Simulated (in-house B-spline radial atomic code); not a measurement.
## Ionising Sb3+ with different functionals

Computed with an all-electron radial atomic-structure program (B-spline basis): scalar-relativistic (spin-free X2C) Hamiltonian, Fermi nucleus of rms radius 4.6802 fm, spin-polarised at highest spin, spherical fractional occupations for the functionals, the average over the highest-spin determinants for Hartree-Fock. The ionisation energy is the difference of two self-consistent energies, [Kr] 4d10 5s2 → [Kr] 4d10 5s1, without Breit or QED terms; ε is the level of the shell that loses the electron (its least bound occupied spin orbital). There is no spin-orbit coupling in this Hamiltonian.

```
           method                    rung  ΔSCF (eV)  -ε(5s) (eV)
     Hartree-Fock            Hartree-Fock      41.63        41.88
    HF fractional            Hartree-Fock      41.63        41.88
         LDA VWN5                     LDA      44.49        39.37
         LDA PW92                     LDA      44.49        39.37
LDA exchange-only                     LDA      42.95        37.99
              PBE                     GGA      43.97        38.88
           PBEsol                     GGA      43.95        38.95
             BLYP                     GGA      44.16        38.97
             RPBE                     GGA      43.77        38.68
             PW91                     GGA      44.09        39.00
             BP86                     GGA      44.11        39.11
             AM05                     GGA      43.91        38.92
             OLYP                     GGA      43.63        38.51
             TPSS                meta-GGA      43.59        38.69
             SCAN                meta-GGA      43.61        39.24
           r2SCAN                meta-GGA      43.48        39.01
          revTPSS                meta-GGA      43.50        38.67
             PBE0           global hybrid      43.59        39.87
            B3LYP           global hybrid      44.04        39.93
            TPSSh           global hybrid      43.48        39.11
        BHandHLYP           global hybrid      43.47        40.93
          r2SCAN0           global hybrid      43.33        40.04
            B97-1           global hybrid      43.87        39.67
            HSE06  range-separated hybrid      43.64        39.55
            wB97X  range-separated hybrid      43.66        42.45
        CAM-B3LYP  range-separated hybrid      43.98        41.53
          LC-wPBE  range-separated hybrid      43.48        42.68
```

(1) Among the functionals, which spreads more, the ΔSCF values or the orbital energies?

(2) How do they compare with the NIST value?

Answers

(1) The orbital energies: ΔSCF values span about 1.54 eV and the orbital energies 4.68 eV.

(2) NIST lists 43.80 eV ± 0.025 (measured, ground level to ground level). Errors run from -2.17 to +0.68 eV; RPBE is closest (-0.03 eV), but part of that can be cancellation, since the calculations leave out Breit-QED terms. Hartree-Fock also lacks correlation.
